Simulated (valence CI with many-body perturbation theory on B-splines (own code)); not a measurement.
**Ba XXVI in brief**

Level of theory: valence CI with perturbative core correlation (CI+MBPT): three valence electrons over a frozen Dirac-Fock core [Ar] 3d10, radial functions for each j: 9 s, 9 p, 8 d, 6 f, 3 g, 1 h, with the one-electron correlation potential Σ1, the two-electron term Σ2, the three-electron term Σ3, Breit, model QED; selected CI, second order for the rest, scaled by the run's own slope (own B-spline code, finite nucleus).

No measured spectrum was set against this ion. As an estimate, levels hold to about 250 cm⁻¹ or 0.2 % of their energy and the worst to 1 %, as in measured heavy ions of charge 2 to 7; those with d or f electrons hold less well.

Levels are named by their leading jj configuration (3d3/2^4 stands for four electrons in 3d with j = 3/2), which in mixed levels can hold well under half, so a name can repeat and another be missing.

Rates and lifetimes use the calculated energies. Strong lines usually hold to 10 to 20 %, long lifetimes can be off by a factor of two.

Task: What is the ground level?

Result: (4s^2 4p1/2) J=1/2, composition 99 % 4s2 4p 2P°, g = 0.663.

Task: Where does the other parity begin?

Result: At (4s 4p1/2^2) J=1/2, 434410 cm⁻¹.

Task: Name the longest-lived excited levels whose lifetime is computed, and their main decay.

Result: (4s 4p3/2 4d5/2) J=9/2 at 1498300 cm⁻¹ lives 32.0 μs, mostly by M1 to (4s 4p1/2 4d5/2) J=7/2; (4s^2 4p3/2) J=3/2 at 171890 cm⁻¹ lives 21.7 μs, mostly by M1 to (4s^2 4p1/2) J=1/2.

Task: How well does LS coupling describe the low levels?

Result: Among the lowest 20 levels the leading LS term, summed over configurations, holds 78 % on average. For single configurations the figures are 75 % in LS and 89 % in jj coupling. Terms mix most in the J = 3/2 level at 1110900 cm⁻¹, where the leading one holds 40 %.

Task: What is the ionisation energy?

Result: 848.35 eV; NIST lists 846 ± 4 eV (theoretical).
